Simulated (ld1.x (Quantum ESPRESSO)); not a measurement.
**Which change was made? (Sc, TM)**

ld1.x (Quantum ESPRESSO) 7.5 input, shortened:

```
&input
   title='Sc', zed=21., rel=1, dft='PBESOL', iswitch=3,
   config='[Ar] 3d1 4s2 4p0 4f-2'
 /
 &inputp
   pseudotype=2, tm=.true., lloc=-2, rcloc=2.80,
   nlcc=.true., new_core_ps=.true., rcore=1.20
 /
4
4S  1  0   2.00   0.00  2.40  2.40  0.0
3P  2  1   6.00   0.00  1.80  1.80  0.0
3D  3  2   1.00   0.00  2.80  2.80  0.0
4F  4  3  -2.00   0.40  3.00  3.00  0.0
 &test
   configts(1)='3p6 3d1 4s2 4p0'
 /
```

Cutoffs, loose and tight: the cutoffs (Ry, on a coarse ladder) from which the occupation-weighted sum of valence levels, in a spherical-Bessel basis at the reference potential, stays within 10 and 1 mRy of its value at 400 Ry. They do not see the model core or the augmentation charge, which bear on the density cutoff. Test errors are all-electron minus pseudo excitation energies from the reference, over the configurations 3p6 3d1 4s1 4p0; 3p6 3d1 4s0 4p0; 3p6 3d0 4s0 4p0; 3p6 3d2 4s0 4p0; 3p6 3d0 4s2 4p1; 3p6 3d1.5 4s1.5 4p0; 3p6 3d1 4s0 4p2; variants that change the core or the reference have their own tests. The largest error is taken over the tests solved by every variant that gives reliable tests at all, those not shown here included: 3p6 3d0 4s0 4p0; 3p6 3d1 4s0 4p0; 3p6 3d1 4s0 4p2; 3p6 3d1 4s1 4p0; 3p6 3d1.5 4s1.5 4p0; 3p6 3d2 4s0 4p0.

The base gives: outcome: generated; cutoff, loose: 35 Ry; cutoff, tight: 60 Ry; bound ghosts: none; largest test error (meV): -629.

Q: After one change the result is: outcome: generated; cutoff, loose: 35 Ry; cutoff, tight: 60 Ry; bound ghosts: s; largest test error (meV): +333. Which change was it?
A. local potential all-electron potential smoothed inside 1.52 bohr (lloc = -2)
B. local potential all-electron potential smoothed inside 2.30 bohr (lloc = -2)
C. local potential all-electron potential smoothed inside 3.16 bohr (lloc = -2)

A: A. The others give: local potential all-electron potential smoothed inside 2.30 bohr (lloc = -2) → outcome: generated; cutoff, loose: 35 Ry; cutoff, tight: 60 Ry; bound ghosts: none; largest test error (meV): +315 | local potential all-electron potential smoothed inside 3.16 bohr (lloc = -2) → outcome: generated; cutoff, loose: 35 Ry; cutoff, tight: 60 Ry; bound ghosts: none; largest test error (meV): -805.
